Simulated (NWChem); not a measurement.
C3H3N2, doublet; SMILES [c]1cn[nH]c1

Results from NWChem. Spin-unrestricted. In the optimisation the excess spin sits in a' (Cs, its own frame). Structure relaxed at the PBE0/def2-SVP, spin-unrestricted level. No stability test was run on the SCF state. Gas-phase geometry, NWChem's default radii.

COSMO at B3LYP/def2-SVP gives an electrostatic solvation energy of -3.11 kcal/mol for ε = 2.0. Its surface charges are scaled by f = (ε − 1)/ε.

Q: Estimate the value for ε = 78.4 from the scaling alone and compare it with a run.

A: 
1. f = 0.5000 and 0.9872; their ratio is 1.974.
2. With a rigid solute density the energy is proportional to f: -3.11 × 1.974 = -6.14 kcal/mol.
3. The run gives -6.66 kcal/mol, 0.52 lower; the difference is the response of the solute's density to the stronger field.
